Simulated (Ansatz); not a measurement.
Two structures of SiNH7F2, singlet, reached by relaxing down either side of one saddle point (PBE0-D4/def2-TZVP). Energies are electronic, without zero-point energy. Program: Ansatz 0.2.0. Basis: def2-TZVPP and def2-QZVPP. Cores are frozen in the correlated methods. Extrapolation: Hartree–Fock as exp(−7.88 √X), correlation as X^−2.97. First:

Si1  (-0.496, 0.358, -1.186)
N2  (0.208, -1.052, -0.363)
H3  (-0.846, 0.015, -2.591)
H4  (-1.720, 0.719, -0.442)
H5  (0.531, 1.418, -1.173)
H6  (0.323, 1.058, 2.010)
F7  (-0.022, 1.901, 1.762)
H8  (0.579, -0.728, 1.077)
F9  (0.803, -0.466, 2.015)
H10  (-0.425, -1.843, -0.311)
H11  (1.064, -1.382, -0.797)
(Å)

Second:

Si1  (-0.807, 0.954, -0.838)
N2  (0.599, -1.204, -0.174)
H3  (-1.540, -0.184, -1.428)
H4  (-1.612, 2.177, -1.121)
H5  (0.545, 1.196, -1.380)
H6  (0.290, 0.492, 1.950)
F7  (-0.843, 0.959, 0.793)
H8  (1.237, -1.029, 0.597)
F9  (0.987, 0.135, 2.461)
H10  (0.001, -1.973, 0.108)
H11  (1.144, -1.521, -0.967)
(Å)

(1) Which bonds change from the first to the second?

(2) Give the saddle point's structure and its height above each. (An estimate is asked for; the value comes from the calculation.)

The T1 diagnostic stays at or below 0.011.

## Answers

(1) SiNH₅ ([NH2][SiH3]) + HF + HF → SiH₃F ([F][SiH3]) + NH₃ + HF; bonds formed: Si1–F7, N2–H8, H6–F9; bonds broken: Si1–N2, H6–F7, H8–F9.

(2) By the calculation: 0.328 eV above the first and 0.860 eV above the second (CCSD(T) at an estimated basis limit (MP2 extrapolated from triple and quadruple zeta, plus CCSD(T) − MP2 in triple zeta)).
```
11
angstrom
Si -0.4486 0.5503 -0.9595
N 0.1422 -0.9801 -0.1126
H -0.4209 0.0285 -2.3653
H -1.8665 0.8347 -0.6855
H 0.5700 1.6108 -0.9213
H 0.3872 0.6826 1.6640
F -0.4710 1.1661 1.2571
H 0.8026 -0.6943 0.7730
F 1.3158 -0.1043 1.8264
H -0.6398 -1.4981 0.2790
H 0.6287 -1.5965 -0.7554
```

Steps of this kind, hydrogen fluoride cutting a network bond, underlie vapour etching and the fluorination step of atomic layer etching.

Labels in which every atom is bracketed show which atoms are joined, not bond orders.

For scale, one of the runs: CCSD(T)/def2-TZVPP, 233 basis functions, launched by `ansatz run in.yaml --threads 4 --pin off --events-out ev --progress --plain --max-ram 9574MiB`. Hardware: 4 CPU threads of an AMD EPYC 7R43, shared host. Wall time 2.6 min; peak host memory 4.3 GiB.
